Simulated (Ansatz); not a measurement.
Cartesian coordinates in Å:
```
C 0.7344 0.8242 0.4925
B -0.3362 -0.0931 -0.1843
Se -1.9458 0.7254 -0.8785
Se -0.1185 -2.0095 -0.3550
H 0.9047 0.5078 1.5267
H 0.4626 1.8818 0.5049
H 1.6956 0.7290 -0.0229
H -2.5926 -0.4936 -1.3845
H 1.1958 -2.0720 0.3010
```

Total charge 0; spin multiplicity 1.

(1) List the ωB97M-V/def2-TZVPP orbital energies in eV (the Gaussian-basis code of Ansatz). (Estimate.)

Answers

(1) Ansatz gave: Occupied: -12368.23, -12368.20, -1588.53, -1588.50, -1423.29, -1423.26, -1423.25, -1423.23, -1423.22, -1423.20, -281.10, -217.98, -217.95, -189.20, -160.93, -160.91, -160.79, -160.76, -160.71, -160.68, -60.83, -60.80, -60.79, -60.77, -60.71, -60.68, -60.61, -60.61, -60.58, -60.57, -23.60, -22.26, -22.18, -15.55, -14.48, -14.07, -13.87, -12.43, -11.28, -10.75, -10.38, -9.03. Lowest empty: 1.11, 1.54, 2.42, 2.58, 3.48, 3.89, 4.25, 4.29.
